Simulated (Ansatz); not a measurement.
Input for Ansatz (an electronic-structure program): U-CCSD(T)/def2-SVP on SnS, a point of a bond scan (R = 7.113 Å). Elements past Kr take the def2 small-core potentials; no spin–orbit coupling. The run froze 14 orbitals, filled d shells among them.

Ansatz 0.2 input:
```yaml
crystal:
  periodic: [false, false, false]
  atoms:
    - {symbol: Sn, position_ang: [-0.00000000, -0.00000000, -0.53883850]}
    - {symbol: S, position_ang: [0.00000000, 0.00000000, 6.57382972]}
basis:
  gaussian:
    orbitals: def2-SVP
correlation: {method: ccsd_t, electrons: outside_noble_gas}
scf: {omitted_lower_state_checks: [cluster_reference]}
magnetization: {spin_polarized: true, initial_magnetization: 0}
```

The log:

```
WARN ansatz: RAYON_NUM_THREADS=1 ignored (pool sized by the plan → 1); use --threads N
Functional definition: HF
these checks for a lower state are left out or cut short: cluster_reference
integrals: 0.02 GiB planned
500 factors; integrals over basis functions are off by at most 4.5e-5 eV
mean field: 0.11 GiB planned
mean field evaluation 1: about -16593.2731 eV, gradient 2.4e1 eV
mean field evaluation 2: about -16593.2731 eV, gradient 2.4e1 eV
mean field evaluation 4: about -16487.2083 eV, gradient 4.2e1 eV
mean field evaluation 8: about -16613.8966 eV, gradient 3.2e0 eV
mean field evaluation 16: about -16614.5453 eV, gradient 1.8e0 eV
mean field evaluation 32: about -16617.1594 eV, gradient 1.5e-3 eV
mean field evaluation 64: about -16617.1617 eV, gradient 7.9e-7 eV
mean field evaluation 96: about -16617.1617 eV, gradient 4.3e-4 eV
mean field evaluation 128: about -16617.1594 eV, gradient 6.9e-6 eV
mean field evaluation 160: about -16618.0638 eV, gradient 4.9e-7 eV
mean field evaluation 192: about -16618.0661 eV, gradient 4.2e-2 eV
mean field evaluation 224: about -16618.0608 eV, gradient 8.0e-2 eV
mean field evaluation 256: about -16618.0629 eV, gradient 6.5e-5 eV
mean field evaluation 288: about -16618.0625 eV, gradient 4.0e-2 eV
mean field evaluation 320: about -16618.0646 eV, gradient 2.8e-3 eV
mean field evaluation 352: about -16618.0629 eV, gradient 1.1e-4 eV
mean field evaluation 384: about -16617.1556 eV, gradient 5.3e-1 eV
mean field evaluation 416: about -16617.1594 eV, gradient 1.9e-2 eV
mean field evaluation 448: about -16614.2309 eV, gradient 6.2e-1 eV
mean field -16618.06615948 eV, -610.7026672309 hartree, gradient 1.5e-6 eV, S^2 2.015937; 21 other end points of the search recorded, 0 dependent functions left out
14 core orbitals not correlated
reference -16618.06615948 eV, -610.7026672309 hartree; 5, 5 occupied and 25, 25 virtual orbitals, 500 factors
second order -3.16491572 eV of doubles, -0.00000000 eV of singles
coupled cluster: 0.08 GiB planned
cycle   1  -3.80871700 eV  change   -6.4e-1 eV  update   6.2e-2
cycle   2  -4.03313302 eV  change   -2.2e-1 eV  update   2.2e-2
cycle   3  -4.03973178 eV  change   -6.6e-3 eV  update   4.5e-3
cycle   4  -4.04184872 eV  change   -2.1e-3 eV  update   9.1e-4
cycle   5  -4.04114394 eV  change    7.0e-4 eV  update   1.7e-4
cycle   6  -4.04126263 eV  change   -1.2e-4 eV  update   4.9e-5
cycle   7  -4.04125109 eV  change    1.2e-5 eV  update   3.5e-5
cycle   8  -4.04121862 eV  change    3.2e-5 eV  update   2.8e-5
cycle   9  -4.04123306 eV  change   -1.4e-5 eV  update   1.5e-5
cycle  10  -4.04124206 eV  change   -9.0e-6 eV  update   4.7e-6
coupled cluster: 0.08 GiB planned
perturbative correction -0.04665980 eV, -0.0017147160 hartree
Total energy: -16622.15406134 eV, -610.8528948534 hartree
Checks for a lower state left out: cluster_reference
```

The calculation finished and met its thresholds. Its determinant has ⟨S²⟩ = 2.02, a mixture of spin states.

Cost: about 9 core-seconds (a rough figure).
